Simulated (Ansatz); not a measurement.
Reactions of CH₃BBrFSi, SMILES `FB1C[SiH]1Br`.

Gas-phase electronic energies from Ansatz, PBE0-D4/def2-TZVP geometries. CCSD(T)/CBS is the MP2 limit (def2-TZVPP, def2-QZVPP) plus CCSD(T) − MP2 in def2-TZVPP, frozen cores. This one scheme is used for every species, atoms too. DFT in def2-TZVPP. Open shells (•) are unrestricted, without spin–orbit coupling. Spin–orbit coupling would lower the free atoms: a little for B, C, F, Si; clearly for Br. For Br outer-core shells are correlated without core-valence functions, so the limit isn't a true one: a few kJ/mol of doubt a bond, and 10 to 20 or more in all where bonds break to atoms. Scalar relativity is left out up to krypton. Each species was taken in one conformer, which may not be the lowest.

| reaction | ωB97M-V (kcal/mol) | CCSD/CBS(def2) (kcal/mol) | CCSD(T)/CBS(def2) (kcal/mol) |
| --- | --- | --- | --- |
| `FB1C[SiH]1Br` → B• + Br• + C• + F• + 3 H• + Si• | 698.5 | 682.4 | 695.3 |
| `FB1C[SiH]1Br` + H₂ → `Br[SiH]1BC1` + H–F | 23.3 | 21.1 | 21.0 |
| `FB1C[SiH]1Br` → `F[Si]1(Br)BC1` | -1.3 | -1.5 | -2.1 |
| `FB1C[SiH]1Br` + `C[S][AlH][Cl]` → `Br[SiH]1BC1` + `C[S][Al]([F])[Cl]` | -14.6 | -16.4 | -16.9 |

Largest T1 diagnostic: 0.014, for B•.
